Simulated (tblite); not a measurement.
Compound: C₇H₅F₃.
Atom-mapped SMILES: `[F:1][C:2]([F:3])=[C:4]([F:5])[C:6]1=[CH:7][CH:8]=[CH:9][CH2:10]1` (hydrogens: H11 on C7; H12 on C8; H13 on C9; H14, H15 on C10)

Computed with GFN2-xTB (tblite), gas phase: Langevin dynamics at 300 K from the optimised GFN2-xTB geometry, time step 0.5 fs, friction 0.01 fs⁻¹, 2000 steps.

Start geometry:
```
atom  x, y, z in Å
F1      2.532   -1.096    0.642
C2      2.548    0.035   -0.061
F3      3.795    0.413   -0.312
C4      1.444    0.686   -0.450
F5      1.629    1.822   -1.158
C6      0.083    0.312   -0.197
C7     -1.022    0.988   -0.603
C8     -2.195    0.292   -0.152
C9     -1.829   -0.806    0.529
C10    -0.342   -0.905    0.568
H11    -1.031    1.899   -1.173
H12    -3.198    0.626   -0.345
H13    -2.471   -1.532    0.991
H14     0.038   -0.900    1.592
H15     0.015   -1.827    0.106
```

The statistics below take the 31 frames saved every 25 fs from 250 to 1000 fs; their kinetic temperature (all 3N coordinates) averages 287 K.

Q: Give the mean, spread and extremes of the bond lengths.

A: 
| bond | start (Å) | mean (Å) | standard deviation (Å) | shortest (Å) | longest (Å) |
| --- | --- | --- | --- | --- | --- |
| F1–C2 | 1.332 | 1.337 | 0.029 | 1.291 | 1.399 |
| C2–F3 | 1.326 | 1.328 | 0.026 | 1.281 | 1.387 |
| C2=C4 | 1.339 | 1.344 | 0.022 | 1.297 | 1.387 |
| C4–F5 | 1.351 | 1.360 | 0.038 | 1.305 | 1.468 |
| C4–C6 | 1.435 | 1.436 | 0.025 | 1.376 | 1.479 |
| C6=C7 | 1.357 | 1.354 | 0.022 | 1.306 | 1.392 |
| C7–C8 | 1.437 | 1.430 | 0.022 | 1.381 | 1.477 |
| C8=C9 | 1.343 | 1.343 | 0.022 | 1.304 | 1.390 |
| C9–C10 | 1.490 | 1.494 | 0.030 | 1.430 | 1.564 |
| C6–C10 | 1.499 | 1.508 | 0.030 | 1.445 | 1.575 |
| C7–H11 | 1.075 | 1.081 | 0.039 | 1.005 | 1.159 |
| C8–H12 | 1.075 | 1.074 | 0.023 | 1.024 | 1.121 |
| C9–H13 | 1.074 | 1.078 | 0.038 | 1.017 | 1.167 |
| C10–H14 | 1.092 | 1.091 | 0.032 | 1.022 | 1.163 |
| C10–H15 | 1.092 | 1.097 | 0.027 | 1.050 | 1.148 |

Q: How far does each atom move about its mean position (frames aligned on the start, all atoms weighted alike), and what rms force does it feel?

A: 
| atom | rms displacement (Å) | rms force (eV/Å) |
| --- | --- | --- |
| F1 | 0.18 | 1.15 |
| C2 | 0.09 | 1.88 |
| F3 | 0.16 | 1.02 |
| C4 | 0.08 | 1.94 |
| F5 | 0.18 | 1.21 |
| C6 | 0.09 | 1.66 |
| C7 | 0.08 | 2.12 |
| C8 | 0.06 | 1.86 |
| C9 | 0.07 | 1.95 |
| C10 | 0.08 | 1.87 |
| H11 | 0.13 | 1.33 |
| H12 | 0.13 | 0.86 |
| H13 | 0.16 | 1.27 |
| H14 | 0.20 | 1.20 |
| H15 | 0.17 | 1.03 |

The displacements run from 0.06 to 0.20 Å, the largest at H14.

Q: Follow the torsion C2–C4–C6–C7 through every second one of these frames.

A: 
```csv
t (fs),C2–C4–C6–C7 (°)
250,169
300,-178
350,177
400,-168
450,179
500,176
550,165
600,-179
650,-174
700,176
750,176
800,160
850,158
900,-178
950,170
1000,167
```

Largest departure from the start value over all these frames: C2–C4–C6–C7 22° (start 180°).

The run is classical and short, so these are rough statistics of one trajectory.

The cost below is that of the whole dynamics run. Hardware: one thread, Arm Neoverse N1 (aarch64), no GPU, on a shared host. Cost: 20 s wall, 0.18 GiB resident at most.
